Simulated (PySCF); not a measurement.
Delta-SCF ions had no search for a lower state. Excitations are Tamm–Dancoff values on a coarser integration grid. The basis has no diffuse functions, so Rydberg states are missing or too high.

Cartesian coordinates (Å):
```xyz
10

B     -1.6324    -0.5269     0.2980
C     -0.4968     0.3864    -0.2310
O      0.6961    -0.2900    -0.6493
B      1.8970    -0.0505    -0.1044
H     -2.6532    -0.0033     0.6213
H     -1.5056    -1.7058     0.3865
H     -0.8794     0.9534    -1.0918
H     -0.2581     1.1497     0.5259
H      2.8199    -0.6786    -0.5232
H      2.0124     0.7656     0.7681
```
Charge 0, multiplicity 1.

Problem. Predict the HOMO–LUMO gap, S1 excitation (TDA), HOMO, vertical ionisation energy (Delta-SCF), S1 oscillator strength, total energy, LUMO and dipole moment from M06-2X/def2-TZVP // B3LYP-D3(BJ)/def2-TZVP run with PySCF 2.14.0.

Solution. 
```yaml
HOMO–LUMO gap: 9.20 eV
S1 excitation (TDA): 5.64 eV
HOMO: -9.96 eV
vertical ionisation energy (Delta-SCF): 11.15 eV
S1 oscillator strength: 0.002
total_energy: -166.6204 Ha
LUMO: -0.76 eV
dipole_moment: 1.61 D
```
